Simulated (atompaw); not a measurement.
## Before and after: PAW (atompaw) potential for Be

atompaw 4.2.0.5 input, output lines left out:

```
Be 4
GGA-PBE scalarrelativistic loggrid 1500 logderivrange -2 5 176
2 2 0 0 0 0
2 0 1
2 1 1
0 0 0
c
v
v
2
3.00 2.85 2.75 2.35
y
2.6
n
y
1.05
n
y
0.05
n
custom polynom2 7 10 vanderbiltortho sinc
3 -0.5 troulliermartins
1.55
3.00
3.00
3.00
3.00
```

Change: reference 2s1 2p0.

Cutoffs: the cutoffs (Ry, on a coarse ladder) from which the occupation-weighted sum of valence levels, in a spherical-Bessel basis at the reference potential, stays within 10 and 1 mRy of its value at 400 Ry; they do not see the model core or the augmentation charge, which bear on the density cutoff.

Question: What does the change do?

Answer: The potential gets softer (10 Ry and 18 Ry → 10 Ry and 15 Ry); the range in which the p phases agree widens (upper end 1.7 → 3.2); neither file shows a bound ghost.

| quantity | base | changed |
| --- | --- | --- |
| cutoff, loose | 10 Ry | 10 Ry |
| cutoff, tight | 18 Ry | 15 Ry |
| bound ghosts | none | none |
| s: phases at 3.01 bohr within 0.05 rad from the reference energy up to (Ry; the scan ends near 5) | 0.8 | -0.0 |
| p: phases at 3.01 bohr within 0.05 rad from the reference energy up to (Ry; the scan ends near 5) | 1.7 | 3.2 |
| d: phases at 3.01 bohr within 0.05 rad from the reference energy up to (Ry; the scan ends near 5) | 0.5 | 0.2 |
| lowest overlap eigenvalue by channel | s 0.54, p 0.88, d 1.00 | s 0.46, p 0.87, d 1.00 |

 The cutoffs see the waves, projectors and local potential, not the compensation charge or the core.
